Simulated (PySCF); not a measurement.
CH8OSi2, SMILES C[SiH2]O[SiH3], PBE0/def2-SVP optimised geometry.

```
12

Si    -2.05    -1.00     0.00
O     -0.40    -1.00     0.00
Si     1.21    -0.65     0.03
C      1.49     1.20     0.10
H     -2.56    -1.70    -1.22
H     -2.56    -1.70     1.22
H     -2.57     0.40     0.00
H      1.82    -1.30     1.23
H      1.84    -1.22    -1.20
H      2.57     1.42     0.11
H      1.06     1.70    -0.78
H      1.04     1.64     1.00
```

Density from PBE0/def2-TZVP (PySCF) at that geometry.

Minimum of the electron density along straight lines between bonded atoms, close to the bond critical point (lines longer than 1.1 times the sum of covalent radii, or with two minima, are not listed):

```json
[
 {"bond": "Si1–O2", "length / Å": "1.645", "ρ at the minimum / e bohr⁻³": "0.131", "∇²ρ there / e bohr⁻⁵": "0.84", "position (fraction from the first atom)": "0.41"},
 {"bond": "O2–Si3", "length / Å": "1.654", "ρ at the minimum / e bohr⁻³": "0.128", "∇²ρ there / e bohr⁻⁵": "0.82", "position (fraction from the first atom)": "0.59"},
 {"bond": "Si3–C4", "length / Å": "1.869", "ρ at the minimum / e bohr⁻³": "0.124", "∇²ρ there / e bohr⁻⁵": "(withheld)", "position (fraction from the first atom)": "0.39"},
 {"bond": "Si1–H5", "length / Å": "1.493", "ρ at the minimum / e bohr⁻³": "0.122", "∇²ρ there / e bohr⁻⁵": "0.14", "position (fraction from the first atom)": "0.49"},
 {"bond": "Si1–H6", "length / Å": "1.493", "ρ at the minimum / e bohr⁻³": "0.121", "∇²ρ there / e bohr⁻⁵": "0.14", "position (fraction from the first atom)": "0.49"},
 {"bond": "Si1–H7", "length / Å": "1.496", "ρ at the minimum / e bohr⁻³": "0.121", "∇²ρ there / e bohr⁻⁵": "0.14", "position (fraction from the first atom)": "0.49"},
 {"bond": "Si3–H8", "length / Å": "1.495", "ρ at the minimum / e bohr⁻³": "0.121", "∇²ρ there / e bohr⁻⁵": "0.14", "position (fraction from the first atom)": "0.49"},
 {"bond": "Si3–H9", "length / Å": "1.495", "ρ at the minimum / e bohr⁻³": "0.121", "∇²ρ there / e bohr⁻⁵": "0.14", "position (fraction from the first atom)": "0.49"},
 {"bond": "C4–H10", "length / Å": "1.102", "ρ at the minimum / e bohr⁻³": "0.265", "∇²ρ there / e bohr⁻⁵": "-0.86", "position (fraction from the first atom)": "0.64"},
 {"bond": "C4–H11", "length / Å": "1.101", "ρ at the minimum / e bohr⁻³": "0.266", "∇²ρ there / e bohr⁻⁵": "-0.87", "position (fraction from the first atom)": "0.64"},
 {"bond": "C4–H12", "length / Å": "1.101", "ρ at the minimum / e bohr⁻³": "0.266", "∇²ρ there / e bohr⁻⁵": "-0.87", "position (fraction from the first atom)": "0.64"}
]
```

Q: Complete the blanks.

A: 
- Si3–C4, ∇²ρ there / e bohr⁻⁵: 0.18
